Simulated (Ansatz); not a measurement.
(1) Predict a relaxed structure of Mo(NH)2(NH2)2 (MoN₄H₆), charge 0, singlet, at B3LYP-D4/def2-SVP (Ansatz).

## Answers

(1) 
```xyz
11

Mo    0.0870   -0.1150   -0.1423
N    -0.8496   -1.1071   -1.2269
N     1.8165   -0.1710   -0.3511
N    -0.2929   -0.7346    1.6732
N    -0.4663    1.7377   -0.4348
H    -1.0127   -1.7663   -1.9854
H     2.6997   -0.4620   -0.7656
H     0.3740   -0.7019    2.4388
H    -1.1374   -1.2311    1.9420
H    -1.3645    2.0106   -0.8230
H     0.1462    2.5407   -0.3248
```
Point group C2v (tolerance 0.1 Å). The metal has 4 neighbours: N 1.74 Å, N 1.74 Å, N 1.96 Å, N 1.96 Å. This is one stationary point.

In the def2 sets Mo takes a core potential; there is no spin–orbit coupling. The restricted singlet is unstable towards broken spin symmetry in Hartree–Fock (as tested in another run); at B3LYP-D4/def2-SVP this wasn't settled. Another isomer (singlet) lies 0.51 eV lower at PBE0-D4/def2-TZVP; other spin states weren't run for this one.
